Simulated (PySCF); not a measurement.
Geometry:
| atom | x (Å) | y (Å) | z (Å) |
| --- | --- | --- | --- |
| C1 | -1.939 | -1.612 | -0.033 |
| C2 | -0.796 | -1.009 | 0.238 |
| C3 | -0.353 | 0.286 | -0.364 |
| C4 | -0.313 | 1.380 | 0.701 |
| F5 | -1.593 | 1.800 | 1.038 |
| C6 | 1.054 | 0.131 | -0.954 |
| C7 | 2.152 | 0.057 | 0.203 |
| O8 | 2.818 | 1.088 | 0.353 |
| O9 | 2.205 | -1.009 | 0.828 |
| H10 | -2.662 | -1.187 | -0.715 |
| H11 | -2.212 | -2.555 | 0.414 |
| H12 | -0.068 | -1.445 | 0.909 |
| H13 | -1.066 | 0.598 | -1.144 |
| H14 | 0.220 | 2.262 | 0.337 |
| H15 | 0.156 | 1.020 | 1.618 |
| H16 | 1.287 | 0.989 | -1.589 |
| H17 | 1.100 | -0.783 | -1.552 |

Total charge -1.

Geometry: GFN2-xTB; GIAO absolute shieldings from PySCF 2.14, gas phase, non-relativistic, averaged over equivalent atoms.

At revPBE/pcSseg-1 (193 basis functions, 30 s wall time on 1 thread of an Arm Neoverse V2, shared host):
```csv
atoms,σ (ppm)
C7,20.2
C2,24.2
C1,78.1
C4,87.5
C3,128.4
C6,130.5
F5,400.2
O8,-40.0
O9,-5.6
H12,23.17
H14,26.33
H15,26.79
H10,27.13
H11,27.20
H13,29.26
H17,29.65
H16,29.79
```

Task: What do these become at PBE0/pcSseg-1?

Result: 
```json
{"atoms": "C7", "σ at PBE0/pcSseg-1": "17.3", "change": "-2.9"}
{"atoms": "C2", "σ at PBE0/pcSseg-1": "25.0", "change": "+0.8"}
{"atoms": "C1", "σ at PBE0/pcSseg-1": "77.5", "change": "-0.6"}
{"atoms": "C4", "σ at PBE0/pcSseg-1": "93.5", "change": "+6.0"}
{"atoms": "C3", "σ at PBE0/pcSseg-1": "135.6", "change": "+7.2"}
{"atoms": "C6", "σ at PBE0/pcSseg-1": "136.8", "change": "+6.3"}
{"atoms": "F5", "σ at PBE0/pcSseg-1": "416.7", "change": "+16.5"}
{"atoms": "O8", "σ at PBE0/pcSseg-1": "-36.5", "change": "+3.5"}
{"atoms": "O9", "σ at PBE0/pcSseg-1": "-3.7", "change": "+1.9"}
{"atoms": "H12", "σ at PBE0/pcSseg-1": "23.25", "change": "+0.08"}
{"atoms": "H14", "σ at PBE0/pcSseg-1": "26.53", "change": "+0.20"}
{"atoms": "H15", "σ at PBE0/pcSseg-1": "26.91", "change": "+0.12"}
{"atoms": "H10", "σ at PBE0/pcSseg-1": "27.00", "change": "-0.13"}
{"atoms": "H11", "σ at PBE0/pcSseg-1": "27.08", "change": "-0.12"}
{"atoms": "H13", "σ at PBE0/pcSseg-1": "29.35", "change": "+0.09"}
{"atoms": "H17", "σ at PBE0/pcSseg-1": "29.86", "change": "+0.21"}
{"atoms": "H16", "σ at PBE0/pcSseg-1": "29.94", "change": "+0.15"}
```

The largest change is at F5 (fluorine on an sp3 carbon). Cost: 193 basis functions, 29 s wall time on 1 thread of an Arm Neoverse V2, shared host. The order of the carbon signals is the same at both levels.
